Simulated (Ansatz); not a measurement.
Start from `BN[Si](C)(O)F` and change one atom or group to get `CO[Si](C)(O)F`.

Ansatz, PBE0-D4/def2-TZVP geometries, multiplicity 1. Each molecule was computed in one conformer, which needn't be the lowest.

```tsv
property	`BN[Si](C)(O)F`
size of the dipole moment (B3LYP/def2-TZVPP) / D	1.83
LUMO energy (PBE/def2-TZVPP) / eV	-1.24
HOMO–LUMO gap (PBE/def2-TZVPP) / eV	6.18
HOMO energy (B3LYP/def2-TZVPP) / eV	-8.65
LUMO energy (PBE0/def2-TZVPP) / eV	-0.27
size of the dipole moment (PBE/def2-TZVPP) / D	1.94
```

What does the change do to each property? (Estimate.)

Ansatz gave: 
| property | `CO[Si](C)(O)F` | shift |
| --- | --- | --- |
| size of the dipole moment (B3LYP/def2-TZVPP) / D | 1.47 | -0.36 |
| LUMO energy (PBE/def2-TZVPP) / eV | 0.01 | 1.25 |
| HOMO–LUMO gap (PBE/def2-TZVPP) / eV | 6.88 | 0.70 |
| HOMO energy (B3LYP/def2-TZVPP) / eV | -8.23 | 0.42 |
| LUMO energy (PBE0/def2-TZVPP) / eV | 0.89 | 1.16 |
| size of the dipole moment (PBE/def2-TZVPP) / D | 1.37 | -0.57 |

With PBE0 the HOMO rises by 0.39 eV and the LUMO rises by 1.16 eV, so the gap widens by about 0.77 eV. PBE moves the HOMO by 0.56 eV and ωB97M-V by 0.32 eV. Dipoles are sizes alone; their direction can turn.

B3LYP here is the variant with VWN-RPA as its local correlation; programs differ in this.
